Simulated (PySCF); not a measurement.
## Working out the ionisation energy of As

As [Ar] 3d10 4s2 4p3 (4S) → As+ [Ar] 3d10 4s2 4p2 (3P). Computed with PySCF 2.14 in cc-pVDZ-DK (5s4p2d, 27 functions), with the spin-free X2C one-electron Hamiltonian (Gaussian nucleus). Frozen: [Ar] 3d10. Energies in hartree (1 hartree = 27.21139 eV):

```csv
part,As (lower),As+ (upper)
UHF,-2258.916901,-2258.570557
CCSD correlation,-0.068635,-0.058350
(T),-0.000694,-0.000609
```

Task: What does Hartree-Fock give?

Result: (-2258.570557) − (-2258.916901) = 0.346344 hartree = 9.425 eV.

Task: What do CCSD and CCSD(T) give?

Result: The CCSD correlation energies differ by 0.010285 hartree = 0.280 eV and the triples by 0.000085 hartree = 0.002 eV, so CCSD gives 9.705 eV and CCSD(T) 9.707 eV.

Measured between the centres of the two terms (NIST): 10.008 eV, so CCSD(T) (valence) is off by -0.301 eV.

A double-zeta basis recovers only part of the correlation energy.

What remains against the reference includes basis incompleteness, the frozen core and higher excitations.
